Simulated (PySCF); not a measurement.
# How the method changes the constants of K₂⁻

State: ²Σu⁺ (doublet), unpaired electrons σ ↑. Set-up: K def2-SVPD; no relativity (PySCF 2.14). De refers to K + K⁻ in their ground configurations, without counterpoise correction. The functionals are run spin-unrestricted. Levels whose curve was spin-contaminated or gave no clean fit are not listed.

```
       Level  Re (Å)  ωe (cm⁻¹)  De (eV)  CPU s a point (SCF and correlation, without the integrals)
    ROHF-MP2   4.470       65.0      n/a                                                        0.24
ROHF-SCS-MP2   4.509       63.2      n/a                                                         n/a
   ROHF-CCSD   4.542       62.3    0.485                                                         n/a
ROHF-CCSD(T)   4.528       63.0     0.52                                                         9.5
         LDA   4.300       63.4     0.67                                                         0.4
         PBE   4.470       58.8     0.63                                                        0.62
      PBEsol   4.426       60.6     0.64                                                        0.43
   BHandHLYP   4.572       54.5    0.494                                                        0.55
```

The bond length runs from 4.300 Å (LDA) to 4.572 Å (BHandHLYP). De spans 0.48 eV (ROHF-CCSD, coupled cluster) to 0.67 eV (LDA, local density).

Correlated steps freeze 10 core orbitals. Correlated levels converge slowly with the basis: in double zeta they bind strong bonds too weakly, by up to about 1 eV, and carry superposition errors of some tenths. The highest Kohn–Sham level is positive in this anion. Much of that is self-interaction error, but it also means that the finite basis helps to hold the extra electron. The state was picked by a PBE0 search and need not be the measured ground state.

The whole job (state search and all levels along the bond) took about 2.8 min on 1 thread of Arm Neoverse V1 (shared host), peak memory 0.66 GiB.
